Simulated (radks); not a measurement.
Species: P. Configuration: [Ne] 3s1 3p4 (not the ground configuration).

Calculated with a radial shooting solver on a logarithmic mesh with Libxc functionals: Dirac Kohn-Sham, PBE, spin-unpolarised, spherical densities, point nucleus; open shells are shared between the two j in proportion to 2j + 1.

Energy parts (hartree):
part                      energy
total                 -341.58916
kinetic                342.83312
electron-nucleus      -814.35005
Hartree                152.87532
exchange-correlation   -22.94755

Orbitals (lengths in bohr, moments of r in powers of bohr):
| orbital | occ. | eigenvalue (hartree) | <r^2> | <r^4> |
|---|---|---|---|---|
| 1s1/2 | 2 | -76.64354 | 0.01445 | 0.0005400 |
| 2s1/2 | 2 | -6.44986 | 0.3218 | 0.1898 |
| 2p1/2 | 2 | -4.65285 | 0.2936 | 0.1891 |
| 2p3/2 | 4 | -4.61914 | 0.2962 | 0.1922 |
| 3s1/2 | 1 | -0.53926 | 4.098 | 28.59 |
| 3p1/2 | 1.33333 | -0.22449 | 6.419 | 79.57 |
| 3p3/2 | 2.66667 | -0.22243 | 6.470 | 80.86 |

The highest occupied level is 3p3/2 at -6.053 eV. Summed over all electrons, <r^2> = 32.36 bohr^2, which gives a Langevin (diamagnetic) susceptibility term of -25.6 x 10^-6 cm^3/mol. The density falls to 0.001 e/bohr^3 at r = 4.32 bohr.
